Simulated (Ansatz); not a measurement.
Input and output for `[NH2][GeH]1[BH][O]1`.

```yaml
crystal:
  periodic: [false, false, false]
  atoms:
    - {symbol: N, position_ang: [-0.799403, 1.254928, -0.045391]}
    - {symbol: Ge, position_ang: [0.495400, 0.431944, 0.130425]}
    - {symbol: B, position_ang: [0.250909, -1.862420, 0.588960]}
    - {symbol: O, position_ang: [0.496489, -1.484901, -0.459714]}
    - {symbol: H, position_ang: [-0.881637, 2.124838, -0.733101]}
    - {symbol: H, position_ang: [-1.717235, 1.358386, -0.016087]}
    - {symbol: H, position_ang: [1.896978, 0.836413, -0.308376]}
    - {symbol: H, position_ang: [0.012876, -2.621385, 1.273695]}
basis:
  gaussian: {orbitals: STO-3G}
hamiltonian: {xc: {name: rPW86-PBE}}
accuracy: high
scf: {lower_state_search: full}
scf: {max_iter: 3}
output: {forces: true}
```

```sh
$ ansatz run in.yaml --threads 2 --pin off --events-out ev --progress --plain --max-ram 4352MiB
```

Shortened log:

```
Error: YAML parse error: error: line 17 column 1: duplicate mapping key: scf, set DuplicateKeyPolicy in Options if acceptable
15 | accuracy: high
16 | scf: {lower_state_search: full}
17 | scf: {max_iter: 3}
18 | output: {forces: true}
```
